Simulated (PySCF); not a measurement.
Species: C3H9BO.
Cartesian coordinates in Å at the PBE0-D3(BJ)/def2-SVP level; atoms count from 1:
```xyz
14
C3H9BO angstrom
B     -2.5162   -0.7081    0.8907
O     -1.5751    0.2296    1.0554
C     -0.4847    0.3950    0.1723
C      0.8190    0.0459    0.8600
C      2.0294    0.3041   -0.0221
H     -3.3910   -0.7646    1.7231
H     -2.4708   -1.4583   -0.0655
H     -0.4746    1.4509   -0.1472
H     -0.6306   -0.2281   -0.7292
H      0.8867    0.6297    1.7928
H      0.7846   -1.0152    1.1607
H      2.0043   -0.3133   -0.9342
H      2.0808    1.3586   -0.3376
H      2.9641    0.0721    0.5086
```

Computed with PySCF at PBE0/pcSseg-1, non-relativistic, on one gas-phase PBE0-D3(BJ)/def2-SVP geometry that isn't relaxed in the solvent. The solvent is an IEF-PCM continuum (van der Waals radii × 1.2). Specific hydrogen bonds and non-electrostatic terms are outside this model.

```tsv
medium	total energy (Eh)	HOMO (eV)	LUMO (eV)	dipole (D)
gas phase	-219.542011	-8.501	-0.237	1.913
acetonitrile (ε = 35.69)	-219.545359	-8.597	-0.301	2.315
```

Task: What is E(solvent) − E(gas) in acetonitrile, in kcal/mol?

Result: -219.545359 − (-219.542011) = -0.003348 Eh = -2.10 kcal/mol.

Task: Scale it by Onsager's factor (ε − 1)/(2ε + 1) to chloroform (ε = 4.711), and compare with the calculation.

Result: The factor goes from 0.479 to 0.356, a ratio of 0.743, which gives -1.56 kcal/mol. The calculation gives -1.52 kcal/mol (total energy -219.544432 Eh), so the scaled value is 2.7 % too large in size.

Task: Scale the changes of the other columns the same way. What are the values in chloroform?

Result: 
```tsv
quantity	scaled	computed	difference
HOMO (eV)	-8.573	-8.567	-0.006
LUMO (eV)	-0.285	-0.280	-0.005
dipole (D)	2.212	2.206	+0.006
```

Task: How does each lowering split into the polarisation term (half the interaction with the induced surface charges) and the distortion of the solute's density?

Result: acetonitrile: -2.35 + 0.25 kcal/mol, the distortion taking back 11 % of the polarisation term; chloroform: -1.65 + 0.13 kcal/mol, the distortion taking back 8 % of the polarisation term.
